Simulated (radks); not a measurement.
Al, 13 electrons, occupied as [Ne] 3s2 3p1. Method: scalar-relativistic Kohn-Sham, BLYP, spin-polarised, spherical densities, finite nucleus; open shells are filled with parallel spins first; Fermi nuclear charge, rms radius 3.061 fm; computed with a radial shooting solver on a logarithmic mesh with Libxc functionals.

Radial electron density D(r) = 4 pi r^2 rho(r):

r (bohr),D(r) (e/bohr),spin D(r)
0.003869,0.2464,-0.0000112
0.004998,0.3983,-0.0000181
0.006456,0.6384,-0.0000288
0.008407,1.026,-0.0000459
0.01086,1.603,-0.0000705
0.01403,2.458,-0.000105
0.01812,3.678,-0.000148
0.02341,5.339,-0.000193
0.03048,7.521,-0.000211
0.03937,9.955,-0.000127
0.05086,12.35,0.000216
0.0657,14.10,0.00114
0.08487,14.56,0.00319
0.1096,13.38,0.00723
0.1427,10.98,0.0145
0.1844,8.956,0.0249
0.2382,8.744,0.0372
0.3077,10.48,0.0468
0.3975,12.41,0.0463
0.5175,12.21,0.0304
0.6685,9.276,0.00745
0.8636,5.290,-0.00104
1.116,2.396,0.0308
1.441,1.298,0.114
1.876,1.215,0.234
2.424,1.151,0.312
3.131,0.8039,0.292
4.044,0.3997,0.194
5.224,0.1424,0.0914
6.803,0.03443,0.0279
8.787,0.005937,0.00550
11.35,0.0006269,0.000615

D(r) has 3 maxima, at r = 0.0802, 0.448, 2.03 bohr, and minima at 0.215, 1.68 bohr, inside which lie 2.20, 10.41 electrons.
